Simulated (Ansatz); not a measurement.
Reaction (ligand exchange at a B–O bond): `OBO[SiH2][SiH3]` + `N#CO` → `N#COBO` + `O[SiH2][SiH3]`

Calculated with Ansatz (gas phase, PBE0-D4/def2-TZVP geometries, no zero-point term in ΔE). CBS: MP2 limit from def2 TZ/QZ plus the TZ coupled-cluster correction, frozen cores. This one scheme is used for every species. DFT in def2-TZVPP. HSE06 is defined as in plane-wave codes. Each species was taken in one conformer, which may not be the lowest.

`OBO[SiH2][SiH3]`:

Z-matrix (Å, degrees):
```
Si
Si 1 2.346
O 1 1.658 2 112.7
H 1 1.487 2 110.3 3 -120.3
H 1 1.487 2 110.3 3 120.3
H 2 1.487 1 111.2 3 60.9
H 2 1.489 1 107.8 3 180.0
H 2 1.487 1 111.2 3 -60.9
B 3 1.361 1 131.9 2 -0.1
O 9 1.352 3 120.5 1 -179.9
H 9 1.200 3 121.8 1 0.1
H 10 0.963 9 112.3 3 0.0
```

`N#CO`:

Cartesian coordinates in Å:
```
N -1.231 -0.786 0.691
C -0.431 -0.118 0.200
O 0.420 0.684 -0.345
H 1.243 0.220 -0.547
```

`N#COBO`:

Cartesian coordinates in Å:
```
N 0.926 -2.640 0.543
C 0.837 -1.493 0.479
O 0.788 -0.211 0.437
B -0.281 0.460 -0.160
O -0.179 1.793 -0.120
H -1.177 -0.158 -0.646
H -0.915 2.250 -0.532
```

`O[SiH2][SiH3]`:

```xyz
9

O     1.275    1.570   -0.448
Si   -0.037    0.629   -0.809
Si   -0.311   -1.143    0.706
H     1.297    1.989    0.413
H    -1.293    1.435   -0.827
H     0.211    0.113   -2.178
H    -1.534   -1.921    0.364
H    -0.467   -0.613    2.091
H     0.861   -2.059    0.689
```

```json
{"level": "LDA (SPW92)", "ΔE (kJ/mol)": "17.0", "difference from CCSD(T)/CBS": "2.1"}
{"level": "PBE-D4", "ΔE (kJ/mol)": "15.4", "difference from CCSD(T)/CBS": "0.5"}
{"level": "HSE06-D4", "ΔE (kJ/mol)": "16.0", "difference from CCSD(T)/CBS": "1.1"}
{"level": "ωB97X-V", "ΔE (kJ/mol)": "15.8", "difference from CCSD(T)/CBS": "0.9"}
{"level": "B2PLYP", "ΔE (kJ/mol)": "12.9", "difference from CCSD(T)/CBS": "-2.0"}
{"level": "PBE-QIDH", "ΔE (kJ/mol)": "15.0", "difference from CCSD(T)/CBS": "0.1"}
{"level": "r2SCAN", "ΔE (kJ/mol)": "13.9", "difference from CCSD(T)/CBS": "-1.0"}
{"level": "r2SCAN0", "ΔE (kJ/mol)": "14.5", "difference from CCSD(T)/CBS": "-0.4"}
{"level": "BHLYP", "ΔE (kJ/mol)": "12.7", "difference from CCSD(T)/CBS": "-2.2"}
{"level": "CAM-B3LYP", "ΔE (kJ/mol)": "12.9", "difference from CCSD(T)/CBS": "-2.0"}
{"level": "LC-ωPBE", "ΔE (kJ/mol)": "14.1", "difference from CCSD(T)/CBS": "-0.8"}
{"level": "CCSD(T)/def2-SVP", "ΔE (kJ/mol)": "26.0", "difference from CCSD(T)/CBS": "11.1"}
{"level": "SCS-MP2/def2-TZVPP", "ΔE (kJ/mol)": "14.1", "difference from CCSD(T)/CBS": "-0.8"}
{"level": "CCSD(T)/def2-TZVPP", "ΔE (kJ/mol)": "16.0", "difference from CCSD(T)/CBS": "1.1"}
{"level": "SCS-MP2/def2-QZVPP", "ΔE (kJ/mol)": "13.3", "difference from CCSD(T)/CBS": "-1.6"}
{"level": "MP2/CBS(def2)", "ΔE (kJ/mol)": "13.5", "difference from CCSD(T)/CBS": "-1.4"}
{"level": "CCSD(T)/CBS", "ΔE (kJ/mol)": "14.9", "difference from CCSD(T)/CBS": "0"}
```

Largest T1 diagnostic among the species: 0.015.

Leaving LDA and LC-ωPBE aside and taking each functional with its dispersion term where it has one, the values, not all of them listed here, spread over 3.8 kJ/mol, from B2PLYP to BHLYP-D4. LDA lies +4.1 kJ/mol from PBE without D4. At CCSD(T), def2-SVP lies +11.1 kJ/mol from the extrapolated value and def2-TZVPP +1.1 kJ/mol.
